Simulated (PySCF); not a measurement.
Species: C6H5F5.
SMILES with atom numbers: `[CH2:1]=[CH:2]/[CH:3]=[CH:4]\[C:5]([F:6])([F:7])[C:8]([F:9])([F:10])[F:11]` (hydrogens: H12, H13 on C1; H14 on C2; H15 on C3; H16 on C4)

The same species was optimised twice, with GFN2-xTB and with PBE0-D3(BJ)/def2-SVP (PySCF), and the same property calculations (PySCF, gas phase) were run on both structures.

```csv
coordinate,GFN2-xTB,PBE0-D3(BJ)/def2-SVP,change
C5–C8 (Å),1.558,1.544,-0.014
C1=C2 (Å),1.331,1.340,+0.009
C2–C3 (Å),1.444,1.454,+0.010
C3=C4 (Å),1.335,1.344,+0.009
C5–F6 (Å),1.358,1.350,-0.008
C8–F11 (Å),1.336,1.328,-0.008
C8–F9 (Å),1.335,1.330,-0.005
C5–F7 (Å),1.357,1.351,-0.006
C8–F10 (Å),1.329,1.324,-0.005
C4–C5 (Å),1.497,1.495,-0.002
F6–C5–F7 (°),105.5,107.7,+2.2
C4–C5–C8 (°),111.6,113.5,+1.9
C5–C8–F10 (°),112.6,110.8,-1.8
C4–C5–F7 (°),114.5,112.8,-1.7
F9–C8–F11 (°),107.2,108.6,+1.4
F7–C5–C8 (°),107.6,106.5,-1.1
F10–C8–F11 (°),107.8,108.7,+0.9
F9–C8–F10 (°),107.6,108.5,+0.9
C1–C2–C3–C4 (°),179,179,0
C3–C4–C5–F6 (°),158,158,0
C4–C5–C8–F9 (°),63,64,+1
```

Rotational constants: A = 1759, B = 784.3, C = 708.6 MHz (GFN2-xTB) against A = 1802, B = 775.7, C = 705.9 MHz (PBE0-D3(BJ)/def2-SVP). Point groups within 0.08 Å: C1 and C1.

On the GFN2-xTB structure: HOMO (eV) -7.55 [PBE0/pcSseg-1]; LUMO (eV) -1.73 [PBE0/pcSseg-1]; dipole (D) 2.85 [PBE0/pcSseg-1]; GIAO shielding of C1 (ppm) 51.9 [PBE0/pcSseg-1]; GIAO shielding of C2 (ppm) 45.9 [PBE0/pcSseg-1]; GIAO shielding of C3 (ppm) 37.4 [PBE0/pcSseg-1]; GIAO shielding of C4 (ppm) 61.0 [PBE0/pcSseg-1]; GIAO shielding of C5 (ppm) 65.5 [PBE0/pcSseg-1]; GIAO shielding of F6/F7 (mean) (ppm) 302.0 [PBE0/pcSseg-1]; GIAO shielding of C8 (ppm) 57.3 [PBE0/pcSseg-1]; GIAO shielding of F9/F10/F11 (mean) (ppm) 269.3 [PBE0/pcSseg-1].

What do these properties become on the PBE0-D3(BJ)/def2-SVP structure?

```
                                    property          level  on GFN2-xTB  on PBE0-D3(BJ)/def2-SVP  change
                                   HOMO (eV)  PBE0/pcSseg-1        -7.55                    -7.49   +0.06
                                   LUMO (eV)  PBE0/pcSseg-1        -1.73                    -1.74   -0.01
                                  dipole (D)  PBE0/pcSseg-1         2.85                     2.71   -0.14
energy, GFN2-xTB geometry as zero (kcal/mol)  PBE0/pcSseg-1          0.0                     -0.8    -0.8
                  GIAO shielding of C1 (ppm)  PBE0/pcSseg-1         51.9                     49.5    -2.4
                  GIAO shielding of C2 (ppm)  PBE0/pcSseg-1         45.9                     43.5    -2.4
                  GIAO shielding of C3 (ppm)  PBE0/pcSseg-1         37.4                     34.9    -2.5
                  GIAO shielding of C4 (ppm)  PBE0/pcSseg-1         61.0                     58.8    -2.2
                  GIAO shielding of C5 (ppm)  PBE0/pcSseg-1         65.5                     67.8    +2.3
        GIAO shielding of F6/F7 (mean) (ppm)  PBE0/pcSseg-1        302.0                    306.9    +4.9
                  GIAO shielding of C8 (ppm)  PBE0/pcSseg-1         57.3                     59.2    +1.9
   GIAO shielding of F9/F10/F11 (mean) (ppm)  PBE0/pcSseg-1        269.3                    275.4    +6.1
```

The heavy atoms differ by 0.036 Å rms after alignment. Among bonds between heavy atoms C5–C8 changes most (-0.014 Å). Changes are differences of the printed values. Neither structure is proved a minimum here.

Conformer computed: `[CH2:1]=[CH:2]/[CH:3]=[CH:4]\[C:5]([F:6])([F:7])[C:8]([F:9])([F:10])[F:11]`: C1–C2–C3–C4 179°, C3–C4–C5–F6 158°, C4–C5–C8–F9 64°.
